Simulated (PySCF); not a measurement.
Point-charge models of `F[C@H]1CC[Si@H]([SiH2]1)NC` against its computed dipole.

Coordinates (PBE0-D3(BJ)/def2-SVP, Å) and charges (e) from the PBE0/pcSseg-1 density (PySCF):

```json
{"atom": "C1", "x": "3.340", "y": "-0.207", "z": "0.249", "Mulliken": "-0.1043", "IAO": "-0.2897", "Hirshfeld": "-0.0662", "ESP-fitted": "-0.0322"}
{"atom": "N2", "x": "2.134", "y": "-0.120", "z": "-0.539", "Mulliken": "-0.6847", "IAO": "-0.6561", "Hirshfeld": "-0.2422", "ESP-fitted": "-0.6897"}
{"atom": "Si3", "x": "0.637", "y": "-0.870", "z": "-0.085", "Mulliken": "+0.6352", "IAO": "+0.7548", "Hirshfeld": "+0.3015", "ESP-fitted": "+0.4532"}
{"atom": "C4", "x": "-0.623", "y": "-0.730", "z": "-1.503", "Mulliken": "-0.5219", "IAO": "-0.5367", "Hirshfeld": "-0.1613", "ESP-fitted": "-0.3968"}
{"atom": "C5", "x": "-2.043", "y": "-0.564", "z": "-0.946", "Mulliken": "-0.2562", "IAO": "-0.2584", "Hirshfeld": "-0.0782", "ESP-fitted": "-0.0153"}
{"atom": "C6", "x": "-2.111", "y": "0.545", "z": "0.096", "Mulliken": "-0.0718", "IAO": "-0.0653", "Hirshfeld": "-0.0232", "ESP-fitted": "+0.0588"}
{"atom": "F7", "x": "-1.729", "y": "1.742", "z": "-0.513", "Mulliken": "-0.3444", "IAO": "-0.3364", "Hirshfeld": "-0.1201", "ESP-fitted": "-0.2318"}
{"atom": "Si8", "x": "-0.810", "y": "0.157", "z": "1.472", "Mulliken": "+0.2745", "IAO": "+0.3368", "Hirshfeld": "+0.1978", "ESP-fitted": "+0.1170"}
{"atom": "H9", "x": "3.412", "y": "-1.206", "z": "0.710", "Mulliken": "+0.1146", "IAO": "+0.1411", "Hirshfeld": "+0.0438", "ESP-fitted": "+0.0835"}
{"atom": "H10", "x": "4.237", "y": "-0.083", "z": "-0.380", "Mulliken": "+0.1161", "IAO": "+0.1398", "Hirshfeld": "+0.0418", "ESP-fitted": "+0.0662"}
{"atom": "H11", "x": "3.401", "y": "0.534", "z": "1.071", "Mulliken": "+0.1057", "IAO": "+0.1181", "Hirshfeld": "+0.0312", "ESP-fitted": "+0.0448"}
{"atom": "H12", "x": "2.057", "y": "0.742", "z": "-1.068", "Mulliken": "+0.2007", "IAO": "+0.2553", "Hirshfeld": "+0.1160", "ESP-fitted": "+0.3649"}
{"atom": "H13", "x": "0.948", "y": "-2.286", "z": "0.294", "Mulliken": "-0.0658", "IAO": "-0.1272", "Hirshfeld": "-0.0854", "ESP-fitted": "-0.0956"}
{"atom": "H14", "x": "-0.555", "y": "-1.583", "z": "-2.195", "Mulliken": "+0.1515", "IAO": "+0.1511", "Hirshfeld": "+0.0422", "ESP-fitted": "+0.1218"}
{"atom": "H15", "x": "-0.361", "y": "0.173", "z": "-2.081", "Mulliken": "+0.1517", "IAO": "+0.1495", "Hirshfeld": "+0.0363", "ESP-fitted": "+0.1204"}
{"atom": "H16", "x": "-2.760", "y": "-0.352", "z": "-1.758", "Mulliken": "+0.1375", "IAO": "+0.1425", "Hirshfeld": "+0.0397", "ESP-fitted": "+0.0506"}
{"atom": "H17", "x": "-2.385", "y": "-1.500", "z": "-0.467", "Mulliken": "+0.1351", "IAO": "+0.1344", "Hirshfeld": "+0.0441", "ESP-fitted": "+0.0437"}
{"atom": "H18", "x": "-3.143", "y": "0.672", "z": "0.467", "Mulliken": "+0.1313", "IAO": "+0.1391", "Hirshfeld": "+0.0390", "ESP-fitted": "+0.0703"}
{"atom": "H19", "x": "-0.380", "y": "1.412", "z": "2.158", "Mulliken": "-0.0461", "IAO": "-0.0884", "Hirshfeld": "-0.0748", "ESP-fitted": "-0.0476"}
{"atom": "H20", "x": "-1.423", "y": "-0.768", "z": "2.482", "Mulliken": "-0.0588", "IAO": "-0.1042", "Hirshfeld": "-0.0817", "ESP-fitted": "-0.0861"}
```

Form Σ q r in debye for every column and set it beside the full dipole.

The full density gives (0.54, -0.76, -0.11) D, 0.93 D in size; dipole vectors point from the negative to the positive end.

```csv
scheme,μx,μy,μz,size (D),share of the full size (%),angle to the full dipole (°)
Mulliken,1.97,-3.40,3.21,5.07,543,46
IAO,0.94,-2.90,2.18,3.75,401,45
Hirshfeld,0.83,-0.79,0.24,1.17,125,22
ESP-fitted,0.54,-0.78,-0.07,0.95,102,3
```

Which set comes closest?

Length of the difference vector: ESP-fitted 0.04 D, Hirshfeld 0.45 D, IAO 3.16 D, Mulliken 4.48 D. Closest: ESP-fitted. 

What is left for the Hirshfeld atoms' own dipoles?

The Hirshfeld atoms' densities add up to the full density, so μ = Σ q r + Σ (atomic dipoles). The atomic dipoles sum to (0.54, -0.76, -0.11) − (0.83, -0.79, 0.24) = (-0.29, 0.03, -0.35) D, 0.45 D in size.

With the origin at the mean of the coordinates, (0.092, -0.215, -0.127) Å, which are the largest single terms, by size, of the ESP-fitted dipole along the direction of the full one?

N2 -3.79, F7 +2.88, Si3 +1.83, H9 +1.05, H13 -0.97 D; all 20 atoms together +0.95 D. The single terms depend on the origin, their sum doesn't.

Give the size of the full dipole in other units.

0.93 D = 0.367 au = 0.194 e·Å = 3.11 × 10⁻³⁰ C·m.

Geometry: PBE0-D3(BJ)/def2-SVP, one conformer, isolated molecule.
